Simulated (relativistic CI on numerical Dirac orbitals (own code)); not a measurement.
# Sensitivity of the levels of Hf LI to α and to the nuclear radius

Computed by Dirac-Coulomb-Breit CI, KLI orbitals optimised for each configuration, derivatives by finite differences, unscaled Slater integrals, QED left out (own radial code, finite nucleus).

CI space (outside the closed core [Ne] 3s2): 3p⁶3d⁴, 3p⁵3d⁵, 3p⁶3d³4p, 3p⁶3d²4s4p, 3p⁶3d²4s², 3p⁶3d4s²4p. Double excitations out of closed p, d and f shells are left out; levels of such configurations are missing from the list, as are those of other unlisted configurations, and high levels can miss mixing partners.

With x = (α/α₀)² − 1 an excitation energy changes as ω = ω₀ + qx; K = 2q/ω₀ is the relative enhancement. Terms are leading LS components, so labels can repeat. The field-shift factor is F = δν/δ⟨r²⟩ for the transition from the lowest level.

Lowest level 3p⁶3d⁴ ³P0.

| Level | ω₀ (cm⁻¹) | q (cm⁻¹) | F (GHz/fm²) |
| --- | --- | --- | --- |
| 3p⁶3d⁴ ⁵D1 | 439479 | 519100 | 11.3 |
| 3p⁶3d⁴ ³F4 | 534923 | 506600 | 11.7 |
| 3p⁶3d⁴ ⁵D2 | 558648 | 542700 | 12.4 |
| 3p⁶3d⁴ ³F3 | 586768 | 533300 | 12.4 |
| 3p⁶3d⁴ ⁵D0 | 953841 | 1.034e+06 | 22.9 |
| 3p⁶3d⁴ ⁵D2 | 959069 | 1.007e+06 | 22.5 |
| 3p⁶3d⁴ ³H4 | 971865 | 1.029e+06 | 23 |
| 3p⁶3d⁴ ⁵D3 | 990295 | 1.031e+06 | 23.1 |
| 3p⁶3d⁴ ³H5 | 1017405 | 1.016e+06 | 23.1 |
| 3p⁶3d⁴ ¹I6 | 1038432 | 1.01e+06 | 23.1 |
| 3p⁶3d⁴ ³P1 | 1063519 | 1.044e+06 | 23.7 |
| 3p⁶3d⁴ ³G4 | 1090714 | 1.025e+06 | 23.6 |
| 3p⁶3d⁴ ³F3 | 1090727 | 1.015e+06 | 23.4 |

At this charge energies of transitions that change n are usually good to better than 1 %, and those within a shell (Δn = 0) to a few per cent.

(1) Which transition from the lowest level has the largest |K|?

## Answers

(1) 3p⁶3d⁴ ⁵D1 at 439479 cm⁻¹, K = 2.36.
